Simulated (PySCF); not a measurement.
# Spin-rotation constants: SMILES C=C1C(C=O)=C(F)/C1=C\F, C7H4F2O

Molfile (atoms numbered from 1):
```
C7H4F2O
     RDKit          3D

 14 14  0  0  0  0  0  0  0  0999 V2000
    0.2693    1.8742   -0.5931 C   0  0  0  0  0  0  0  0  0  0  0  0
    0.0730    0.6302   -0.2034 C   0  0  0  0  0  0  0  0  0  0  0  0
    0.9267   -0.4647    0.3368 C   0  0  0  0  0  0  0  0  0  0  0  0
    2.3324   -0.5933    0.6533 C   0  0  0  0  0  0  0  0  0  0  0  0
    3.1572    0.2756    0.5148 O   0  0  0  0  0  0  0  0  0  0  0  0
   -0.1578   -1.2922    0.4105 C   0  0  0  0  0  0  0  0  0  0  0  0
   -0.3317   -2.5378    0.8029 F   0  0  0  0  0  0  0  0  0  0  0  0
   -1.0942   -0.3003   -0.1101 C   0  0  0  0  0  0  0  0  0  0  0  0
   -2.3893   -0.2191   -0.3873 C   0  0  0  0  0  0  0  0  0  0  0  0
   -3.2296   -1.2371   -0.2009 F   0  0  0  0  0  0  0  0  0  0  0  0
   -0.5349    2.4879   -0.9596 H   0  0  0  0  0  0  0  0  0  0  0  0
    1.2529    2.3084   -0.5522 H   0  0  0  0  0  0  0  0  0  0  0  0
    2.6022   -1.5926    1.0482 H   0  0  0  0  0  0  0  0  0  0  0  0
   -2.8769    0.6606   -0.7822 H   0  0  0  0  0  0  0  0  0  0  0  0
  1  2  2  0
  2  3  1  0
  3  4  1  0
  4  5  2  0
  3  6  2  0
  6  7  1  0
  6  8  1  0
  8  9  2  0
  9 10  1  0
  8  2  1  0
  1 11  1  0
  1 12  1  0
  4 13  1  0
  9 14  1  0
M  END
```

Computed, not measured: GIAO PBE0/MINI magnetisability, rotational g tensor and spin-rotation constants, non-relativistic, gas phase (PySCF). Geometry: GFN2-xTB.

(1) Give the nuclear spin-rotation constants along the inertial axes (H = +C I·J) beside the isotropic shieldings.

Answers

(1) Rotational constants 2.3695, 0.8960, 0.6502 GHz. A star marks the isotopologue with that one atom substituted, in its own axes.
```csv
atom,isotope,Caa (kHz),Cbb (kHz),Ccc (kHz),mean (kHz),σ (ppm)
F7,19F,3.977,1.968,-0.227,1.906,261.2
F10,19F,5.080,1.778,-0.431,2.142,265.4
H11,1H,-0.106,0.006,-0.093,-0.065,24.7
H12,1H,0.155,-0.091,-0.089,-0.008,24.2
H13,1H,-0.140,0.097,-0.072,-0.038,18.4
H14,1H,-0.237,0.062,-0.085,-0.087,22.6
C1,13C*,0.655,0.231,0.032,0.306,126.8
C2,13C*,0.757,0.233,0.040,0.343,114.9
C3,13C*,0.572,0.262,0.051,0.295,121.4
C4,13C*,0.739,0.268,0.069,0.359,96.5
O5,17O*,-3.430,-0.866,0.076,-1.407,-543.4
C6,13C*,0.667,0.266,0.085,0.340,98.1
C8,13C*,0.617,0.251,0.051,0.306,119.7
C9,13C*,0.638,0.269,0.080,0.329,101.5
```
For the geometry as given, no vibrational averaging.
